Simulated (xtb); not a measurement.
Sn(Cl)3(SiH3) (Cl₃H₃SiSn), SMILES [Cl][Sn]([SiH3])([Cl])[Cl]. All values are semi-empirical tight-binding results from xtb (GFN2-xTB unless named), good for trends rather than for accurate numbers. The structure is a stationary point at GFN2-xTB. The structure was generated by enumeration; whether it is a known compound was not checked.

Optimised geometry:

```xyz
8

Si     0.0000     0.0000     2.6749
Sn     0.0000     0.0000     0.0349
Cl     1.9729    -0.8534    -0.9468
Cl    -0.2474     2.1353    -0.9468
Cl    -1.7255    -1.2819    -0.9468
H     -0.1154    -1.4105     3.0301
H     -1.1638     0.8052     3.0301
H      1.2792     0.6053     3.0301
```

For metal compounds this method's bond lengths and energies can be far off.

```yaml
point_group_as_xtb_finds_it: C3
orbital_gap: 2.36 eV
zero_point_energy: 16.2 kcal/mol
G − E(el) at 298.15 K (modified RRHO): -7.5 kcal/mol
```

Computed atomic charges and the Wiberg bond orders between heavy atoms:
charges (e) Si1 0.48, Sn2 0.38, Cl3 -0.27, Cl4 -0.27, Cl5 -0.27, H6 -0.02, H7 -0.02, H8 -0.02. Bond orders Sn2–Cl3 0.87, Sn2–Cl4 0.87, Sn2–Cl5 0.87.
